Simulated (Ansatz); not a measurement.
```xyz
13

C     1.321   -0.346    1.828
O     0.194    0.321    1.334
Ga   -0.361    0.137   -0.362
C    -1.936    1.129   -0.930
N     0.651   -0.986   -1.368
H     2.243   -0.062    1.301
H     1.226   -1.439    1.766
H     1.453   -0.088    2.883
H    -2.726    1.030   -0.183
H    -2.309    0.774   -1.891
H    -1.695    2.190   -1.021
H     0.475   -1.193   -2.335
H     1.464   -1.467   -1.022
```

Charge 0, multiplicity 1.

List the PBE/def2-TZVPP orbital energies in eV (Ansatz 0.2.0). (Best estimate.)

The calculation gave: Occupied: -10092.96, -1232.85, -1092.58, -1092.46, -1092.45, -509.42, -379.83, -269.60, -268.65, -142.74, -97.37, -97.10, -97.06, -24.22, -20.78, -19.41, -19.32, -19.30, -19.28, -18.87, -16.79, -15.85, -11.79, -11.39, -10.30, -10.14, -9.98, -9.69, -9.44, -7.39, -6.27, -6.16, -5.66. Lowest empty: -0.64, -0.44, 0.69, 1.03, 1.57, 2.02, 2.44, 2.59.
